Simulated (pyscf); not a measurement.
**`[F][CdH]`, singlet**

Gas-phase minimum from PySCF at ωB97X-D3(BJ)/def2-SVP, one conformer. 

```xyz
3

F      1.1818    -1.3620    -0.6194
Cd     0.2721     0.3424    -0.6427
H     -0.4974     1.7856    -0.6610
```
Charge 0, spin multiplicity 1.

Bonded distances (Å): F1–Cd2 1.932, Cd2–H3 1.636. Bond angles (°): F1–Cd2–H3 179.9.

Properties at ωB97X-D3(BJ)/def2-SVP:

```
Quantity                                                                                                                                 Result
---------------------------------------------------------------------------------------------------------------------  ------------------------
Harmonic wavenumbers, unscaled                                                                                         469, 469, 622, 1955 cm⁻¹
Zero-point energy                                                                                                                  5.0 kcal/mol
Rotational symmetry number                                                                                                                    1
Entropy of this conformer at 298 K and 1 atm, rigid rotor and harmonic oscillator, modes under 100 cm⁻¹ raised to 100           241.4 J/(mol K)
Dipole moment                                                                                                                            2.12 D
```

Single-point totals, which compare only within one level (frozen core for MP2 and CC):

```
level                   total energy (hartree)
----------------------  ----------------------
ωB97X-D3(BJ)/def2-TZVP              -268.31834
PBE/def2-TZVP                       -268.16819
r²SCAN/def2-TZVP                    -268.27632
B3LYP-D3(BJ)/def2-TZVP              -268.32183
PBE0-D3(BJ)/def2-TZVP               -268.15479
M06-2X/def2-TZVP                    -268.14223
ωB97M-D3(BJ)/def2-TZVP              -268.28817
HF/def2-TZVPP                       -266.93130
MP2/def2-TZVPP                      -267.90927
CCSD/def2-TZVPP                     -267.88125
CCSD(T)/def2-TZVPP                  -267.90792
```

The CCSD(T) − MP2 part came from Ansatz, without density fitting, on the same reference. The frozen core leaves the outer d or s,p core shells of the metals and heavy elements correlated in the MP2 and CC values, and def2-TZVPP describes them poorly, so these totals are far from the basis limit. Elements past Kr carry the def2 core potentials, without spin-orbit coupling.
